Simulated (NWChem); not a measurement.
Everything below was run with NWChem. System: HF$_{2}$GaS, charge 0, spin multiplicity 1, at a geometry optimised with PBE/def2-SVP. The structure started from a generated list of species. Level: B3LYP/def2-TZVP, VWN1-RPA local correlation.

Output (cleaned and shortened):

```
             Northwest Computational Chemistry Package (NWChem) 7.3.0
             --------------------------------------------------------

                                NWChem Input Module
                                -------------------

 Scaling coordinates for geometry "geometry" by  1.889725989
 (inverse scale =  0.529177249)

 Turning off AUTOSYM since
 SYMMETRY directive was detected!

                             Geometry "geometry" -> ""
                             -------------------------

 Output coordinates in angstroms (scale by  1.889725989 to convert to a.u.)

  No.       Tag          Charge          X              Y              Z
 ---- ---------------- ---------- -------------- -------------- --------------
    1 Ga                  31.0000    -0.20043600    -0.23645100     0.00000000
    2 F                    9.0000     0.19032200    -1.94869000     0.00000000
    3 F                    9.0000    -1.91618500     0.15534800     0.00000000
    4 S                   16.0000     1.33560400     1.32345900     0.00000000
    5 H                    1.0000     0.37662600     2.29470900     0.00000000

 Effective nuclear repulsion energy (a.u.)     361.4412993592

            Nuclear Dipole moment (a.u.)
            ----------------------------
        X                 Y               Z
 ---------------- ---------------- ----------------
     0.0000132281    -0.0000113384     0.0000000000

      Symmetry information
      --------------------

 Group name             Cs
 Group number              2
 Group order               2
 No. of unique centers     5

      Symmetry unique atoms

     1    2    3    4    5


 Summary of "ao basis" -> "" (spherical)
 ------------------------------------------------------------------------------
       Tag                 Description            Shells   Functions and Types
 ---------------- ------------------------------  ------  ---------------------
 *                         def2-tzvp                  on all atoms

                                 NWChem DFT Module
                                 -----------------

 Summary of "ao basis" -> "ao basis" (spherical)
 ------------------------------------------------------------------------------
       Tag                 Description            Shells   Functions and Types
 ---------------- ------------------------------  ------  ---------------------
 Ga                        def2-tzvp                16       48   6s5p4d1f
 F                         def2-tzvp                11       31   5s3p2d1f
 S                         def2-tzvp                13       37   5s5p2d1f
 H                         def2-tzvp                 4        6   3s1p

 Summary of "ao basis" -> "ao basis" (spherical)
 ------------------------------------------------------------------------------
       Tag                 Description            Shells   Functions and Types
 ---------------- ------------------------------  ------  ---------------------
 Ga                        def2-tzvp                16       48   6s5p4d1f
 F                         def2-tzvp                11       31   5s3p2d1f
 S                         def2-tzvp                13       37   5s5p2d1f
 H                         def2-tzvp                 4        6   3s1p

      Symmetry analysis of basis
      --------------------------

        a'        104
        a"         49

            General Information
            -------------------
          SCF calculation type: DFT
          Wavefunction type:  closed shell.
          No. of atoms     :     5
          No. of electrons :    66
           Alpha electrons :    33
            Beta electrons :    33
          Charge           :     0
          Spin multiplicity:     1
          Use of symmetry is: on ; symmetry adaption is: on
          Maximum number of iterations: 100
          AO basis - number of functions:   153
                     number of shells:    55
          Convergence on energy requested:  1.00D-06
          Convergence on density requested:  1.00D-05
          Convergence on gradient requested:  5.00D-04

              XC Information
              --------------
                         B3LYP Method XC Potential
[...]
    26 a'         27 a"         28 a'         29 a"         30 a'
    31 a'         32 a'         33 a"         34 a'         35 a"
    36 a'         37 a'         38 a'         39 a'         40 a'
    41 a"         42 a"         43 a'

------------------------------------------------------------
EAF file 0: "./mol.aoints.0" size=524288 bytes
------------------------------------------------------------
               write      read    awrite     aread      wait
               -----      ----    ------     -----      ----
     calls:        1         0         0         0         0
   data(b): 5.24e+05  0.00e+00  0.00e+00  0.00e+00
   time(s): 0.00e+00  0.00e+00  0.00e+00  0.00e+00  0.00e+00
rate(mb/s): 0.00e+00  0.00e+00
------------------------------------------------------------

   convergence    iter        energy       DeltaE   RMS-Dens  Diis-err    time
 ---------------- ----- ----------------- --------- --------- ---------  ------
 d= 0,ls=0.0,diis     1  -2523.4850139980 -2.88D+03  9.38D-03  1.80D+00     8.0
 d= 0,ls=0.0,diis     2  -2523.2150555282  2.70D-01  5.77D-03  4.97D+00     8.6
 d= 0,ls=0.0,diis     3  -2523.6210158665 -4.06D-01  9.85D-04  1.26D-01     9.2
 d= 0,ls=0.0,diis     4  -2523.6275888989 -6.57D-03  4.53D-04  2.09D-02     9.8
 d= 0,ls=0.0,diis     5  -2523.6291403821 -1.55D-03  1.15D-04  6.13D-04    10.4
  Resetting Diis
 d= 0,ls=0.0,diis     6  -2523.6292004518 -6.01D-05  3.20D-05  4.17D-05    11.1
 d= 0,ls=0.0,diis     7  -2523.6292046098 -4.16D-06  1.96D-05  6.02D-06    11.7
 d= 0,ls=0.0,diis     8  -2523.6292039756  6.34D-07  1.10D-05  1.53D-05    12.4
 d= 0,ls=0.0,diis     9  -2523.6292050948 -1.12D-06  9.67D-07  6.69D-08    13.1
 d= 0,ls=0.0,diis    10  -2523.6292050990 -4.24D-09  3.02D-07  1.62D-08    13.7

         Total DFT energy =    -2523.629205098997
      One electron energy =    -4234.444206750224
           Coulomb energy =     1471.598589585913
    Exchange-Corr. energy =     -122.224887293850
 Nuclear repulsion energy =      361.441299359164

 Numeric. integr. density =       65.999989117501

     Total iterative time =     11.9s

                  Occupations of the irreducible representations
                  ----------------------------------------------

                     irrep           alpha         beta
                     --------     --------     --------
                     a'               25.0         25.0
                     a"                8.0          8.0

                       DFT Final Molecular Orbital Analysis
                       ------------------------------------

 Vector   31  Occ=2.000000D+00  E=-3.986583D-01  Symmetry=a'
              MO Center= -7.2D-01, -9.6D-01,  1.8D-15, r^2= 2.7D+00
   Bfn.  Coefficient  Atom+Function         Bfn.  Coefficient  Atom+Function
  ----- ------------  ---------------      ----- ------------  ---------------
    54      0.374384  2 F  px                86     -0.335152  3 F  py
    57      0.298296  2 F  px                89     -0.266442  3 F  py
    60      0.207729  2 F  px                92     -0.186712  3 F  py
    26     -0.091211  1 Ga d  2              85      0.036961  3 F  px
    88      0.028908  3 F  px               126      0.028739  4 S  py

 Vector   32  Occ=2.000000D+00  E=-3.612139D-01  Symmetry=a'
              MO Center=  6.1D-01,  7.2D-01, -1.3D-16, r^2= 3.7D+00
   Bfn.  Coefficient  Atom+Function         Bfn.  Coefficient  Atom+Function
  ----- ------------  ---------------      ----- ------------  ---------------
   125      0.332110  4 S  px               128      0.197899  4 S  px
   126      0.196023  4 S  py                85      0.180551  3 F  px
     5     -0.176497  1 Ga s                122      0.162232  4 S  px
   114      0.153357  4 S  s                 88      0.143269  3 F  px
    55      0.141889  2 F  py               115      0.141671  4 S  s

 Vector   33  Occ=2.000000D+00  E=-3.068571D-01  Symmetry=a"
              MO Center=  1.2D+00,  1.2D+00, -4.1D-16, r^2= 1.8D+00
   Bfn.  Coefficient  Atom+Function         Bfn.  Coefficient  Atom+Function
  ----- ------------  ---------------      ----- ------------  ---------------
   127      0.501258  4 S  pz               130      0.349367  4 S  pz
   124      0.233764  4 S  pz               118     -0.191836  4 S  pz
    18      0.100459  1 Ga pz               121     -0.086119  4 S  pz
    87     -0.051883  3 F  pz                21      0.050693  1 Ga pz
    56     -0.050304  2 F  pz                23     -0.046778  1 Ga d -1

 Vector   34  Occ=0.000000D+00  E=-8.184465D-02  Symmetry=a'
              MO Center=  4.4D-02,  6.9D-02,  6.8D-15, r^2= 4.1D+00
   Bfn.  Coefficient  Atom+Function         Bfn.  Coefficient  Atom+Function
  ----- ------------  ---------------      ----- ------------  ---------------
     6      0.969972  1 Ga s                  5      0.500776  1 Ga s
   115     -0.292544  4 S  s                129      0.283025  4 S  py
   128      0.268010  4 S  px                 4     -0.216717  1 Ga s
    84     -0.204289  3 F  s                126      0.196308  4 S  py
    53     -0.188912  2 F  s                125      0.180305  4 S  px

 Vector   35  Occ=0.000000D+00  E=-4.486088D-02  Symmetry=a"
              MO Center= -3.3D-02, -5.8D-02, -8.4D-15, r^2= 3.9D+00
   Bfn.  Coefficient  Atom+Function         Bfn.  Coefficient  Atom+Function
  ----- ------------  ---------------      ----- ------------  ---------------
    21      0.706221  1 Ga pz                18      0.505614  1 Ga pz
   130     -0.289883  4 S  pz                12     -0.187063  1 Ga pz
   127     -0.168720  4 S  pz                56     -0.127670  2 F  pz
    87     -0.127779  3 F  pz                93     -0.118358  3 F  pz
    62     -0.116418  2 F  pz                59     -0.098794  2 F  pz

 Vector   36  Occ=0.000000D+00  E=-1.713547D-02  Symmetry=a'
              MO Center=  8.7D-01,  1.6D+00,  3.7D-15, r^2= 3.5D+00
   Bfn.  Coefficient  Atom+Function         Bfn.  Coefficient  Atom+Function
  ----- ------------  ---------------      ----- ------------  ---------------
   150      1.287962  5 H  s                115     -0.752281  4 S  s
   129     -0.620491  4 S  py               128      0.432866  4 S  px
   149      0.275370  5 H  s                126     -0.210681  4 S  py
     5     -0.184898  1 Ga s                125      0.169419  4 S  px
    20     -0.164035  1 Ga py               114     -0.152521  4 S  s

 center of mass
 --------------
 x =  -0.04757637 y =  -0.07755700 z =   0.00000000

 moments of inertia (a.u.)
 ------------------
         491.121929773408        -170.718262092313           0.000000000000
        -170.718262092313         465.317411231525           0.000000000000
           0.000000000000           0.000000000000         956.439341004934

     Multipole analysis of the density
     ---------------------------------

     L   x y z        total         alpha         beta         nuclear
     -   - - -        -----         -----         ----         -------
     0   0 0 0     -0.000000    -33.000000    -33.000000     66.000000

     1   1 0 0      0.401126      0.200556      0.200556      0.000013
     1   0 1 0      0.817333      0.408672      0.408672     -0.000011
     1   0 0 1     -0.000000     -0.000000     -0.000000      0.000000

     2   2 0 0    -33.109351   -129.579852   -129.579852    226.050353
     2   1 1 0      0.263363    -43.789422    -43.789422     87.842206
     2   1 0 1     -0.000000     -0.000000     -0.000000      0.000000
     2   0 2 0    -30.253016   -139.073332   -139.073332    247.893649
     2   0 1 1      0.000000      0.000000      0.000000      0.000000
     2   0 0 2    -27.566588    -13.783294    -13.783294      0.000000

 Task  times  cpu:       13.8s     wall:       13.8s

 Total times  cpu:       13.8s     wall:       13.8s
```

Task: Write an NWChem input that would produce this output.

Result: This is not unique; one that fits is 
```
start mol
memory heap 200 mb stack 800 mb global 1000 mb
geometry units angstroms nocenter noautoz
  Ga    -0.200436    -0.236451     0.000000
  F      0.190322    -1.948690     0.000000
  F     -1.916185     0.155348     0.000000
  S      1.335604     1.323459     0.000000
  H      0.376626     2.294709     0.000000
  symmetry group Cs
end
basis spherical
  * library def2-tzvp
end
dft
  xc b3lyp
  semidirect memsize 60000000 filesize 0
  iterations 100
end
task dft energy
```
